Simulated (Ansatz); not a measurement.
Mulliken charges of CH$_{3}$NO$_{2}$Si, SMILES `N=C1O[SiH]1O` from ωB97M-V/def2-TZVPP in Ansatz (PBE0-D4/def2-TZVP geometry).

```tsv
atom	x (Å)	y (Å)	z (Å)	charge (e)
N1	-0.583	2.008	0.501	-0.257
C2	-0.070	0.904	0.251	0.064
O3	0.421	-0.118	1.113	-0.337
Si4	0.576	-0.587	-0.492	0.572
O5	-0.305	-1.820	-1.062	-0.355
H6	-0.637	2.182	1.507	0.125
H7	1.929	-0.760	-1.035	-0.009
H8	-1.238	-1.866	-0.840	0.197
```

Q: By hand: the dipole of these point charges (1 e Å = 4.8032 D).

A: Σ q r = (0.100, -0.196, -0.360) e Å, of length 0.422 e Å = 2.03 D.

Q: How does the dipole of the full density compare? (Estimate.)

A: The calculation gave: (-0.044, -0.421, -0.098) e Å, 2.09 D; the point charges give 0.97 times that, at 52° from its direction.

Point charges leave out the atoms' own dipoles, such as those of lone pairs, and Mulliken's split depends on the basis, so the two needn't agree.
